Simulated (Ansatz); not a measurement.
HAu₂. The state is a doublet with charge 0. Geometry PBE-D4/def2-TZVP.

```
atom   x (Å)   y (Å)   z (Å)
 Au1   0.208  -0.059   0.546
 Au2  -0.830   1.635  -1.125
  H3   0.622  -1.576   0.579
```

In the def2 sets Au takes a core potential; there is no spin–orbit coupling. B3LYP takes the VWN-RPA correlation. HSE06 is defined as in plane-wave codes, on full-range PBE exchange. The structure comes from a short search, and lower isomers may exist.

(1) Estimate the α-spin orbital energies around the gap (eV) in Ansatz with PBE-D4/def2-TZVPD, r2SCAN-D4/def2-TZVPD, B97M-V/def2-TZVP, B3LYP-D4/def2-TZVP, HSE06-D4/def2-TZVP.

Results:

(1) 
```
orbital  PBE-D4/def2-TZVPD  r2SCAN-D4/def2-TZVPD  B97M-V/def2-TZVP  B3LYP-D4/def2-TZVP  HSE06-D4/def2-TZVP
 HOMO−9              -8.52                 -8.79             -8.79               -9.80               -9.68
 HOMO−8              -8.04                 -8.33             -8.31               -9.28               -9.14
 HOMO−7              -7.83                 -8.11             -8.13               -9.09               -8.95
 HOMO−6              -7.48                 -7.75             -7.75               -8.70               -8.57
 HOMO−5              -7.21                 -7.49             -7.53               -8.50               -8.41
 HOMO−4              -7.19                 -7.48             -7.53               -8.50               -8.40
 HOMO−3              -7.12                 -7.33             -7.33               -8.26               -8.13
 HOMO−2              -7.02                 -7.28             -7.29               -8.22               -8.06
 HOMO−1              -6.91                 -7.18             -7.00               -7.90               -7.67
   HOMO              -5.98                 -6.21             -5.85               -6.66               -6.40
   LUMO              -2.92                 -2.75             -2.73               -2.38               -2.49
 LUMO+1              -1.47                 -1.19             -1.37               -0.96               -1.09
 LUMO+2              -1.38                 -1.10             -1.21               -0.83               -0.97
 LUMO+3              -0.07                  0.32              0.03                0.40                0.29
 LUMO+4               0.36                  0.84              0.43                0.79                0.69
 LUMO+5               1.21                  2.10              1.46                1.70                1.55
 β HOMO              -6.68                 -6.82             -6.74               -7.54               -7.24
 β LUMO              -5.48                 -5.31             -5.30               -4.91               -4.94
```
